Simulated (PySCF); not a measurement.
C5H13OPSi.
Numbering: `[CH3:1][P@@:2]1(=[O:3])[CH2:4][CH2:5][CH2:6][C@@H:7]1[SiH3:8]`

Geometry (GFN2-xTB, Å), atoms numbered from 1 in this order:
```xyz
21
C5H13OPSi angstrom
C     -1.878   -1.559   -0.173
P     -0.630   -0.372   -0.804
O     -0.284   -0.603   -2.213
C     -1.235    1.337   -0.443
C     -0.416    1.801    0.756
C      0.966    1.164    0.611
C      0.754   -0.334    0.408
Si     2.260   -1.285   -0.246
H     -2.736   -1.525   -0.842
H     -1.443   -2.557   -0.217
H     -2.185   -1.331    0.843
H     -1.009    1.932   -1.331
H     -2.310    1.379   -0.267
H     -0.350    2.890    0.800
H     -0.877    1.452    1.683
H      1.456    1.584   -0.272
H      1.595    1.366    1.480
H      0.396   -0.774    1.344
H      3.319   -1.117    0.757
H      2.698   -0.731   -1.521
H      1.899   -2.700   -0.354
```

NICS is the negative of the GIAO shielding at a point without a nucleus: at the ring centre (0) and 1 Å above and below it (1); zz is the component along the ring normal. Level: GIAO PBE0/pcSseg-1 (PySCF, non-relativistic, gas phase) on the GFN2-xTB geometry, one conformer.

Ring bond lengths (Å), with Mayer bond orders in brackets: P2–C4 1.849 (0.91), C4–C5 1.525 (1.02), C5–C6 1.529 (1.02), C6–C7 1.526 (1.00), C7–P2 1.840 (0.86).

Problem. Give the NICS values of each ring in ppm.

Solution. 
```json
{"ring": "P2–C4–C5–C6–C7", "type": "5-membered ring with P; formal bonds all single", "NICS(0)": "-4.9", "NICS(1), two faces": "-3.5 / -4.7", "NICS(1)zz, two faces": "-1.4 / -3.3", "rms pucker (Å)": "0.21", "centre to ring atoms, mean (Å)": "1.37"}
```

Problem. What do they say, and how far can they be read as aromaticity?

Solution. 
- P2–C4–C5–C6–C7: mean NICS(1)zz -2.4 ppm, near zero. P2, C4, C5, C6, C7 have four or more neighbours, so the value isn't read as a sign of a π ring current.

Problem. At the second NICS(1) probe listed for ring P2–C4–C5–C6–C7, 1 Å off the ring, how large is the induced field along the normal in 14.1 T applied along it?

Solution. NICSzz × B0 = -3.3 ppm × 14.1 T = -47 μT, against the applied field.

Problem. What are the shieldings of the ring atoms and their hydrogens in the same run (means over atoms taken as equivalent)?

Solution. 
| atoms | environment | σ isotropic (ppm) | principal values of the symmetric part, first atom (ppm) |
| --- | --- | --- | --- |
| P2 | phosphoryl phosphorus | 278.8 | 177.8, 240.5, 418.2 |
| C4 | sp3 carbon bound to phosphorus | 151.4 | 131.3, 151.6, 171.3 |
| C5 | ring CH2 carbon | 155.3 | 136.4, 154.8, 174.5 |
| C6 | ring CH2 carbon | 152.8 | 129.4, 159.1, 169.9 |
| C7 | sp3 carbon bound to silicon | 159.3 | 149.1, 157.6, 171.3 |
| H12 | methylene hydrogen | 30.02 | 26.3, 27.7, 36.1 |
| H13 | methylene hydrogen | 29.79 | 26.2, 28.0, 35.2 |
| H14 | methylene hydrogen | 29.55 | 24.3, 26.9, 37.5 |
| H15 | methylene hydrogen | 30.59 | 26.5, 28.3, 37.0 |
| H16 | methylene hydrogen | 30.10 | 25.4, 29.2, 35.7 |
| H17 | methylene hydrogen | 29.66 | 24.0, 28.2, 36.8 |
| H18 | methine hydrogen | 31.27 | 28.3, 28.9, 36.5 |
